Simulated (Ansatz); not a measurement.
Program: Ansatz. Geometries: PBE0-D4/def2-TZVP. ΔE: electronic, gas phase. CBS: MP2 limit from def2 TZ/QZ plus the TZ coupled-cluster correction, frozen cores. This one scheme is used for every species, atoms too. DFT in def2-TZVPP. B3LYP here is the variant with VWN-RPA as its local correlation; programs differ in this. No spin–orbit coupling; open shells (•) take unrestricted orbitals. Spin–orbit coupling would lower the free atoms: a little for F. def2 core potentials past Kr. For Br, Sn outer-core shells are correlated without core-valence functions, so the limit isn't a true one: a few kJ/mol of doubt a bond, and 10 to 20 or more in all where bonds break to atoms. Scalar relativity is left out up to krypton.

Reaction (hydrogen abstraction from the Sn–H bond): `[F][SnH]([Cl])[Br]` + F• → `[F][Sn]([Cl])[Br]`• + H–F

`[F][SnH]([Cl])[Br]`:

Cartesian coordinates in Å:
```
F 1.790 -0.511 0.337
Sn -0.058 -0.133 0.082
Cl -0.379 -0.227 -2.189
Br -0.387 2.159 0.848
H -0.966 -1.288 0.921
```

`[F][Sn]([Cl])[Br]`•:

```xyz
4

F     0.775    0.922   -1.414
Sn   -0.245   -0.375   -0.438
Cl   -1.859    0.877    0.679
Br    1.329   -1.423    1.172
```

H–F:

```xyz
2

F    -0.209   -0.191   -0.363
H     0.209    0.191    0.363
```

Is it downhill or uphill in electronic energy at CCSD(T)/CBS, and by how much? (Estimate.)

The calculation gave: Downhill: ΔE = -66.4 kcal/mol.

What do these levels give: revPBE-D4, r2SCANh-D4, ωB97X-V, B3LYP, MP2/def2-TZVPP, SCS-MP2/def2-QZVPP? (An estimate is asked.)

The calculation gave: revPBE-D4 -72.7, r2SCANh-D4 -66.5, ωB97X-V -63.4, B3LYP -69.9, MP2/def2-TZVPP -69.8, SCS-MP2/def2-QZVPP -66.6 kcal/mol.

Largest T1 diagnostic among the species: 0.015.

From PBE to PBE0 (25 % exact exchange), in def2-TZVPP and without D4, ΔE moves by +8.5 kcal/mol. At CCSD(T), def2-SVP lies +9.3 kcal/mol from the extrapolated value and def2-TZVPP +2.9 kcal/mol. In def2-TZVPP, CCSD(T) changes the Hartree–Fock value by −24.2 kcal/mol (the triples alone add −1.9 kcal/mol) and MP2 by −30.6 kcal/mol.
